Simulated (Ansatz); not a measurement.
System: C4H12Nb (charge 0, doublet). The spin state was set by rule; other spins were not relaxed. SMILES: [CH3][Nb]([CH3])([CH3])[CH3]
Geometry from a B3LYP-D3(BJ)/def2-TZVP (Ansatz, an electronic-structure program) optimisation:
```
Nb
C 1 2.1570
H 2 1.0954 1 113.87
H 2 1.0954 3 108.55 1 127.97
H 2 1.0998 3 107.72 4 116.37
C 1 2.1570 2 105.64 3 62.60
H 6 1.0954 1 113.87 2 -62.60
H 6 1.0954 7 108.55 1 -127.97
H 6 1.0998 7 107.72 8 -116.37
C 1 2.1570 2 111.42 3 -58.55
H 10 1.0954 1 113.87 2 -58.55
H 10 1.0954 11 108.55 1 127.97
H 10 1.0998 11 107.72 12 116.37
C 1 2.1570 2 111.42 3 -176.26
H 14 1.0954 1 113.87 2 58.55
H 14 1.0954 15 108.55 1 -127.97
H 14 1.0998 15 107.72 16 -116.37
```
Charge 0, spin multiplicity 2.

Quantity: atomisation energy (electronic, to ground-state atoms), in kJ/mol. Cores are frozen in the correlated levels unless marked. UHF or UKS for open shells. Spin-orbit coupling is left out. Frozen are the shells of the preceding noble gas and the d and f shells that filled before the atom's block. Past Kr the def2 sets carry scalar-relativistic core potentials. STO-3G rows are all-electron and non-relativistic. The coupled-cluster limit lacks core correlation, which all-electron functionals hold. CBS marks a two-point X^-3 extrapolation of the correlation energy; Hartree-Fock from the larger set. The bracket is a focal-point correction in the basis named.

```csv
level,program,atomisation energy (kJ/mol)
HF/STO-3G,Ansatz,6143.1
HF/def2-SVP,Ansatz,4627.0
HF/def2-QZVPP,Ansatz,4604.9
BLYP/def2-TZVPD,Ansatz,6210.4
revPBE-D3(BJ)/def2-TZVPD,Ansatz + dftd3,6218.7
revPBE-D4/def2-TZVPD,Ansatz + dftd4,6217.7
B3LYP-D3(BJ)/def2-TZVPD,Ansatz + dftd3,6295.0
B3LYP-D4/def2-TZVPD,Ansatz + dftd4,6278.3
B3LYP/def2-TZVPD,Ansatz,6231.0
PBE0-D4/def2-TZVP,Ansatz + dftd4,6241.0
PBE0/def2-QZVPP,Ansatz,6231.6
r2SCAN0/def2-TZVPD,Ansatz,6158.4
LC-wPBE-D4/def2-TZVPD,Ansatz + dftd4,6221.5
wB97X-V/def2-TZVPD,Ansatz,6277.5
B2PLYP-D4/def2-TZVPD,Ansatz + dftd4,6199.3
RPA@PBE/def2-QZVPP,Ansatz,5924.3
RI-MP2/def2-QZVPP,Ansatz,6198.4
SCS-MP2/def2-SVP,Ansatz,5964.2
CCSD/STO-3G,Ansatz,6873.8
CCSD/def2-SVP,Ansatz,5890.9
"RI-MP2/CBS(def2-TZVPP,def2-QZVPP)+[CCSD(T)-MP2]/def2-TZVPP",Ansatz,6252.6
```
